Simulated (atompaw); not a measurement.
**Ni: variants of one PAW (atompaw) potential**

Base potential:

```json
{
  "Element": "nickel",
  "Generator": "atompaw 4.2.0.5",
  "Type": "PAW",
  "Functional": "PBEsol",
  "Relativity": "scalar-relativistic",
  "Frozen core": "[Ne]",
  "Valence charge": "18",
  "Reference configuration": "3s2 3p6 3d8.5 4s1.5 4p0",
  "Partial waves": "3s (bound): rc 0.80 bohr; 4s (bound): rc 1.05 bohr; 3p (bound): rc 1.10 bohr; 4p (bound, empty): rc 1.65 bohr; 3d (bound): rc 1.65 bohr; 3d channel at 0.75 Ry: rc 1.65 bohr",
  "Local potential": "vpsmatchnc scheme with l = 3 at 0 Ry, radius 1.45 bohr",
  "Core correction": "smooth core density matched at 1.55 bohr",
  "Augmentation charge": "sinc compensation charge, radius 1.25 bohr; PAW radius 1.65 bohr; waves and projectors: custom rrkj gramschmidtortho"
}
```

All-electron outer shells of the reference configuration (PBEsol, scalar-relativistic, ld1.x):

```csv
shell,level (eV),outermost node (bohr),outermost maximum (bohr)
2s,-977.84,0.07,0.21
2p,-841.17,–,0.16
3s,-108.06,0.30,0.64
3p,-68.61,0.27,0.65
3d,-6.61,–,0.63
4s,-5.05,0.92,2.29
4p,-0.93,1.01,3.38
```

Cutoffs, loose and tight: the cutoffs (Ry, on a coarse ladder) from which the occupation-weighted sum of valence levels, in a spherical-Bessel basis at the reference potential, stays within 10 and 1 mRy of its value at 400 Ry. They see the waves, projectors and local potential, not the compensation charge or the core. A dash means not determined.

A true bound ghost makes a file unfit for plane-wave use even where its test errors are small: the radial tests pick states by their node count and pass the ghost by.

| change | outcome | cutoff, loose | cutoff, tight | bound ghosts |
| --- | --- | --- | --- | --- |
| base | generated | 80 Ry | 160 Ry | none |
| augmentation sinc compensation charge, radius 1.04 bohr; PAW radius 1.65 bohr; waves and projectors: custom rrkj gramschmidtortho | generated | 80 Ry | 160 Ry | none |
| core correction smooth core density matched at 0.96 bohr | generated | 80 Ry | 160 Ry | none |
| augmentation gaussian compensation charge, radius 1.25 bohr; PAW radius 1.65 bohr; waves and projectors: custom rrkj gramschmidtortho | generated | 80 Ry | 160 Ry | none |
| core [Ne] 3s2, valence charge 16; reference 3p6 3d8 4s2 4p0; waves now 4s (bound): rc 1.75 bohr; 4s channel at 0.2 Ry: rc 1.75 bohr; 3p (bound): rc 1.10 bohr; 4p (bound): rc 1.75 bohr; 3d (bound): rc 1.75 bohr; 3d channel at 3.95 Ry: rc 1.75 bohr; local potential vpsmatchnc scheme with l = 3 at 0 Ry, radius 1.15 bohr; core correction smooth core density matched at 1.20 bohr; augmentation sinc compensation charge, radius 1.50 bohr; PAW radius 1.75 bohr; waves and projectors: custom rrkj gramschmidtortho | generated | 70 Ry | 120 Ry | s |
| wave 3d channel at 0.75 Ry: rc 1.65 bohr becomes 3d channel at -0.38 Ry: rc 1.65 bohr | generated | 80 Ry | 160 Ry | none |

Q: What comes out with this change to the base: wave 3d (bound): rc 1.65 bohr becomes 3d (bound): rc 0.90 bohr?

A: outcome: generated; cutoff, loose: 180 Ry; cutoff, tight: 300 Ry; bound ghosts: none.

Q: What comes out with this change to the base: local potential vpsmatchnc scheme with l = 3 at 0 Ry, radius 1.50 bohr?

A: outcome: generated; cutoff, loose: 90 Ry; cutoff, tight: 160 Ry; bound ghosts: none.

Q: What comes out with this change to the base: local potential bessel scheme, radius 1.45 bohr?

A: outcome: generated; cutoff, loose: 90 Ry; cutoff, tight: 180 Ry; bound ghosts: none.
